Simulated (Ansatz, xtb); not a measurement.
## Relative energy of two isomers of C3H9BrSi

Structure a is `C[Si](C)(C)Br`, a singlet and structure b is `CC(C)[SiH2]Br`, a singlet. Both are isolated molecules in the gas phase, relaxed with r2SCAN-D4/def2-SVP; the shapes shown needn't be the lowest conformers.

a (Å):

```json
{"atom": "C", "x (Å)": "-1.0316", "y (Å)": "2.0529", "z (Å)": "-0.1234"}
{"atom": "C", "x (Å)": "1.9913", "y (Å)": "1.4503", "z (Å)": "-0.3953"}
{"atom": "C", "x (Å)": "-0.0078", "y (Å)": "0.2960", "z (Å)": "-2.4560"}
{"atom": "Br", "x (Å)": "0.0016", "y (Å)": "-1.0376", "z (Å)": "0.6053"}
{"atom": "Si", "x (Å)": "0.2548", "y (Å)": "0.8104", "z (Å)": "-0.6755"}
{"atom": "H", "x (Å)": "-0.8994", "y (Å)": "2.3174", "z (Å)": "0.9375"}
{"atom": "H", "x (Å)": "-0.9515", "y (Å)": "2.9781", "z (Å)": "-0.7193"}
{"atom": "H", "x (Å)": "-2.0502", "y (Å)": "1.6530", "z (Å)": "-0.2487"}
{"atom": "H", "x (Å)": "2.1686", "y (Å)": "2.3555", "z (Å)": "-1.0009"}
{"atom": "H", "x (Å)": "2.1536", "y (Å)": "1.7100", "z (Å)": "0.6626"}
{"atom": "H", "x (Å)": "2.7433", "y (Å)": "0.6972", "z (Å)": "-0.6787"}
{"atom": "H", "x (Å)": "0.1058", "y (Å)": "1.1648", "z (Å)": "-3.1267"}
{"atom": "H", "x (Å)": "-1.0163", "y (Å)": "-0.1208", "z (Å)": "-2.6048"}
{"atom": "H", "x (Å)": "0.7235", "y (Å)": "-0.4689", "z (Å)": "-2.7609"}
```

b (Å):

```yaml
atoms:
  - { symbol: C, position_ang: [1.1567, -0.5950, 1.8765] }
  - { symbol: C, position_ang: [0.2946, -1.2707, 0.8044] }
  - { symbol: C, position_ang: [1.1438, -2.0605, -0.1977] }
  - { symbol: Br, position_ang: [-0.1645, -4.0065, 2.7406] }
  - { symbol: Si, position_ang: [-1.0741, -2.3275, 1.5597] }
  - { symbol: H, position_ang: [0.5570, 0.0163, 2.5700] }
  - { symbol: H, position_ang: [1.6995, -1.3453, 2.4753] }
  - { symbol: H, position_ang: [1.9086, 0.0655, 1.4122] }
  - { symbol: H, position_ang: [-0.2635, -0.4849, 0.2527] }
  - { symbol: H, position_ang: [1.6858, -2.8788, 0.3049] }
  - { symbol: H, position_ang: [0.5348, -2.5063, -1.0006] }
  - { symbol: H, position_ang: [1.8957, -1.4067, -0.6713] }
  - { symbol: H, position_ang: [-1.9314, -2.9407, 0.5041] }
  - { symbol: H, position_ang: [-1.9192, -1.5323, 2.4971] }
```

Task: Estimate which is lower in electronic energy at CCSD(T)/def2-SVP + ΔMP2/def2-TZVPP, and by roughly how much.

Result: The CCSD(T)/def2-SVP + ΔMP2/def2-TZVPP calculation puts structure a lower, by 104.9 kJ/mol.

The same difference at several levels:

```tsv
level	geometry	E(b) − E(a) (kJ/mol)	departure from the last row (kJ/mol)	job, with rough time for the two
GFN2-xTB	GFN2-xTB	−46.9	−151.8	optimisation, 0.15 s
HF/STO-3G	GFN2-xTB	+102.8	−2.1	single point, 0.4 s
r2SCAN-D4/def2-SVP//GFN2-xTB	GFN2-xTB	+103.5	−1.4	single point, 3.6 s
r2SCAN-D4/def2-SVP	r2SCAN-D4/def2-SVP	+101.9	−3.0	optimisation, 28 s
HF/def2-SVP	r2SCAN-D4/def2-SVP	+93.2	−11.7	part of the CCSD(T) run
MP2/def2-SVP	r2SCAN-D4/def2-SVP	+88.8	−16.2	part of the CCSD(T) run
CCSD(T)/def2-SVP	r2SCAN-D4/def2-SVP	+81.9	−23.0	single point
CCSD(T)/def2-SVP + ΔMP2/def2-TZVPP	r2SCAN-D4/def2-SVP	+104.9		single point, 54 s
```

As drawn, b has 2 C–C, 2 Si–H in place of 2 C–Si, 2 C–H.

GFN2-xTB puts the two in the other order. The largest departure from CCSD(T)/def2-SVP + ΔMP2/def2-TZVPP is that of GFN2-xTB, 151.8 kJ/mol. The last row adds to CCSD(T) the change of the MP2 difference between the two basis sets, here +23.0 kJ/mol, a large step that makes the value less sure.

With thermal terms from frequencies at re-optimised GFN2-xTB minima (ideal gas, soft modes damped towards free rotors, one conformer each, 298.15 K, 1 atm): the zero-point term adds −1.9 kJ/mol; ΔH is +99.3 and ΔG +105.4 kJ/mol.

The correlated steps freeze 17 core orbitals; the filled d shell of Br is correlated, in a basis made for valence electrons. Run with Ansatz 0.2.0, xtb 6.7.1; the last row on 4 threads of Arm Neoverse V1 on a shared host.
